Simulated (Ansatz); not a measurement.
Reading a saddle point

A first-order saddle point of AlH2BrF2, singlet, PBE0-D4/def2-TZVP, with one imaginary mode of 572i cm⁻¹:

```xyz
6
angstrom
Al -0.5626 -0.2636 0.1159
Br 2.0035 -0.1515 -0.0518
F -1.0708 -1.3449 -1.0061
F -0.9331 -0.4486 1.7016
H 0.9428 0.9377 -0.3584
H -0.3799 1.2708 -0.4013
```

Ansatz 0.2.0; basis: def2-TZVPP and def2-QZVPP; cores frozen in the correlated methods. Filled d shells of the heavier atoms are correlated. The def2 sets are not built for correlating such inner shells, so the correlated values are less sure here. Extrapolation: Hartree–Fock as exp(−7.88 √X), correlation as X^−2.97.

Which contacts change along the imaginary mode, and what lies on either side? (A judgement: the text doesn't fix the answer.)

By the calculation: The step is AlBrF₂ ([F][Al]([F])[Br]) + H₂ → AlHF₂ ([F][AlH][F]) + HBr (still joined by a long Al–Br bond), with the molecules in contact on both sides. Shortening one way: Al1–H6, Br2–H5; lengthening the same way: Al1–Br2, H5–H6.
| pair | one side (Å) | saddle (Å) | other side (Å) |
| --- | --- | --- | --- |
| Al1–H6 | 2.20 | 1.63 | 1.57 |
| Br2–H5 | 3.04 | 1.55 | 1.43 |
| Al1–Br2 | 2.23 | 2.57 | 2.75 |
| H5–H6 | 0.76 | 1.36 | 3.03 |

Which side is lower, and how far does the saddle lie above each? (An estimate is asked for; the value comes from the calculation.)

By the calculation: The side with Al1–Br2, H5–H6 short is lower by 27.40 kcal/mol; the saddle lies 36.87 kcal/mol above it and 9.46 kcal/mol above the other (CCSD(T) at an estimated basis limit (MP2 extrapolated from triple and quadruple zeta, plus CCSD(T) − MP2 in triple zeta); electronic energies).

The T1 diagnostic stays at or below 0.011. The start structure is not quite a true minimum (one mode of 37i cm⁻¹). The end structure is not quite a true minimum (one mode of 83i cm⁻¹).

Labels in which every atom is bracketed show which atoms are joined, not bond orders.

For scale, one of the runs: CCSD(T)/def2-TZVPP, 180 basis functions, launched by `ansatz run in.yaml --threads 4 --pin off --events-out ev --progress --plain --max-ram 9574MiB`. Time: 50 s of wall clock on 4 CPU threads of an Arm Neoverse V1; the host was shared. Peak host memory: 1.8 GiB.
